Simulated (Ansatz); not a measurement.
Computed with Ansatz on PBE0-D4/def2-TZVP structures; ΔE is electronic, products minus reactants. CBS: MP2 limit from def2 TZ/QZ plus the TZ coupled-cluster correction, frozen cores. This one scheme is used for every species. DFT in def2-TZVPP. One conformer a species, not always the lowest.

`CN[SiH](Cl)OC` + SiH₄ → `CN[SiH]([SiH3])Cl` + CH₃OH  (formal exchange of groups at the Si–O bond)

| level | ΔE (kcal/mol) |
| --- | --- |
| r2SCAN-D4 | 27.3 |
| PBE0-D4 | 24.0 |
| MP2/def2-QZVPP | 29.6 |
| HF/CBS(def2) | 33.7 |

Q: What does CCSD(T)/CBS give? (Best estimate.)

A: Ansatz gave: +27.8 kcal/mol. The listed levels differ from it by -0.5, -3.8, 1.8, 5.9 kcal/mol.

Largest T1 diagnostic among the species: 0.011.

In def2-TZVPP, CCSD(T) changes the Hartree–Fock value by −4.9 kcal/mol (the triples alone add −0.6 kcal/mol) and MP2 by −3.4 kcal/mol. From PBE to PBE0 (25 % exact exchange), in def2-TZVPP and without D4, ΔE moves by +1.8 kcal/mol.
